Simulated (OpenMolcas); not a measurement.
**Ru⁵⁺: effect of the IPEA shift**

```yaml
Program: OpenMolcas 26.06
Basis: ANO-RCC-VTZP [7s6p4d2f1g]
Scalar_Hamiltonian: DKH2, point nucleus
Active_space: 3 electrons in 10 orbitals (4d 5d)
State_averaging: 2S+1 = 4 even, 10 roots; 2S+1 = 2 even, 40 roots
Spin-orbit_coupling: RASSI with atomic mean-field integrals over the reference wave functions, term energies averaged over their components
```

Methods on the same reference wave functions:
A. CASSCF
B. MS-CASPT2, IPEA 0 Eh, imaginary shift 0.1 Eh (closed shells correlated: 4s 4p)
C. MS-CASPT2, IPEA 0.25 Eh, imaginary shift 0.1 Eh (closed shells correlated: 4s 4p)

Energies in cm⁻¹ above 4d³ ⁴F_3/2.

| Level | A | B | C |
| --- | --- | --- | --- |
| 4d³ ⁴F_3/2 | 0.0 | 0.0 | 0.0 |
| 4d³ ⁴F_5/2 | 1392 | 1433 | 1430 |
| 4d³ ⁴F_7/2 | 3117 | 3160 | 3160 |
| 4d³ ⁴F_9/2 | 5035 | 5030 | 5040 |
| 4d³ ⁴P_3/2 | 16348 | 13250 | 13480 |
| 4d³ ⁴P_1/2 | 16370 | 13390 | 13600 |
| 4d³ ²G_7/2 | 18132 | 15530 | 15920 |
| 4d³ ⁴P_5/2 | 18571 | 15660 | 15840 |
| 4d³ ²G_9/2 [74 %] | 19135 | 16650 | 17000 |
| 4d³ ²P_1/2 | 23666 | 19670 | 20090 |
| 4d³ ²H_9/2 | 24519 | 22100 | 22410 |
| 4d³ ²H_11/2 | 24842 | 22470 | 22750 |
| 4d³ ²D_5/2(1) | 27137 | 23070 | 23570 |
| 4d³ ²F_7/2 | 38627 | 32960 | 33410 |
| 4d³ ²F_5/2 | 39147 | 33450 | 33900 |
| 4d³ ²D_5/2(2) | 59456 | 52520 | 52680 |
| 4d³ ²D_3/2(2) | 60000 | 52920 | 53190 |

Between B and C the level of the table that moves most is 4d³ ²D_5/2(1), by 500 cm-1 (lowest in B, highest in C). Moves below CASPT2's spread within the term are not significant.

From A to B the spin-free energies of the other terms of 4d³ shown, above ⁴F, scale by factors of 0.80 to 0.88, as is usual when dynamic correlation screens the repulsion within a d or f shell.

The lowest spin-free term lies below A's lowest term by 0.302 hartree in B, 0.296 hartree in C.

CASPT2 breaks the degeneracy within a term, and the mean is taken; among the terms shown or strongly mixed into the levels shown the widest spread is 1100 cm-1 (4d³ ⁴F, B). Active for correlation alone: 5d; no level in the range computed is led by a configuration that fills it, so any true level of that kind is missing. Without dynamic correlation excited terms often stand tens of per cent too high (terms of higher spin than the ground term too low), and those without a measured partner can miss by more than the paired ones (holds for A). The CASPT2 spread within a term exceeds the gap to the next term for 4d³ ²H and 4d³ ²D(1), so the order of their levels is uncertain (holds for B). Only configurations of the active space appear. Levels that lie high or do not pair safely by name in every column are left out.

A share in square brackets marks a mixed level and gives the weight of the term that names it, the lowest over the columns. A number in round brackets counts repeated terms of one configuration in the order of the reference energies.
